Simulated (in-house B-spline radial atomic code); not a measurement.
## RPBE excitations of B IV (B3+)

Method: RPBE. Computed with a B-spline radial code for spherical atoms: linear response of the closed shell 1s2 with the functional's adiabatic kernel; non-relativistic, point nucleus, no spin-orbit coupling, no double excitations, S, P, D and F terms only.

Command:
```bash
python run_td.py task.json out
```
Settings (radii: box in bohr, nucleus in fm):
```
Z                        5
electrons                2
configuration            1s2
hamiltonian              nr
method                   rpbe,pbe
box_radius               23.08
intervals                47
```

Run time, properties included: 1 thread of Intel(R) Xeon(R) Platinum 8488C (Sapphire Rapids), on a shared host.

The lowest states, in the order of their Tamm-Dancoff energies; the method's threshold (minus the highest occupied level) is 231.63 eV. Labels give the largest channel, * marks a mixed state, and oscillator strengths are full-response dipole values. Semilocal kernels can invert the small singlet-triplet splittings of Rydberg terms. Energies in eV:

| state | full response | Tamm-Dancoff | oscillator strength |
| --- | --- | --- | --- |
| 1s → 2s 3S | 187.96 | 187.97 | - |
| 1s → 2s 1S | 191.72 | 191.82 | - |
| 1s → 2p 3P | 192.83 | 192.86 | - |
| 1s → 2p 1P | 195.09 | 195.11 | 0.493 |
| 1s → 3s 3S | 214.93 | 214.93 | - |
| 1s → 3s 1S | 215.74 | 215.76 | - |
| 1s → 3p 3P | 216.30 | 216.31 | - |
| 1s → 3p 1P | 216.81 | 216.81 | 0.0946 |
| 1s → 3d 3D | 217.53 | 217.53 | - |
| 1s → 3d 1D | ? | ? | - |
| 1s → 4s 3S | ? | ? | - |
| 1s → 4s 1S | 223.06 | 223.07 | - |
| 1s → 4p 3P | 223.30 | 223.30 | - |
| 1s → 4p 1P | 223.50 | 223.50 | 0.0361 |
| 1s → 4d 3D | 223.74 | 223.74 | - |
| 1s → 4d 1D | 223.75 | 223.75 | - |
| 1s → 4f 3F | 223.96 | 223.96 | - |
| 1s → 4f 1F | 223.96 | 223.96 | - |

(1) Where does 1s → 4s 3S lie?

(2) Where does 1s → 3d 1D lie?

(3) How large is the singlet-triplet splitting of 1s → 2s (S terms) in Tamm-Dancoff?

(4) What polarisabilities and dispersion coefficient does the method give?

## Answers

(1) At 222.75 eV in full response, 222.75 eV in Tamm-Dancoff.

(2) At 217.54 eV in full response, 217.54 eV in Tamm-Dancoff.

(3) 3.85 eV, from the unrounded values.

(4) Dipole 0.02044 bohr³, quadrupole 0.00379 bohr⁵, C6 0.002736 hartree·bohr⁶ for two such species.
